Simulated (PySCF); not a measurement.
BH3Se2. Atoms are numbered in the order given.

```xyz
6

B      0.0000     0.0000    -0.8522
H      0.0000     0.0000    -2.0502
Se     0.0000     1.6718     0.1245
H      0.0000     2.5249    -1.0785
Se     0.0000    -1.6718     0.1245
H      0.0000    -2.5249    -1.0785
```

Geometry optimised at B3LYP-D3(BJ)/def2-SVP. This is a generated structure with no PubChem entry under its InChIKey; it may be hypothetical. The values are those of a single conformer.

Method: PBE/def2-TZVPD run with PySCF.

The molecule is in vacuum.

Task: Estimate the frontier levels, gap, dipole moment and polarisability. (Estimate from the structure and the level; the computed values follow.)

Result: 
```yaml
highest_occupied_level: -6.06 eV
lowest_empty_level: -2.12 eV
orbital_gap: 3.94 eV
dipole_moment: 0.177 e·Å
quadrupole, principal values (traceless, Buckingham form, about the centre of nuclear charge): -5.25, 0.56, 4.69 D·Å
mean_static_polarisability: 77.6 bohr³ (11.50 Å³)
polarisability_principal_values: 58.2, 66.5, 108.1 bohr³
```
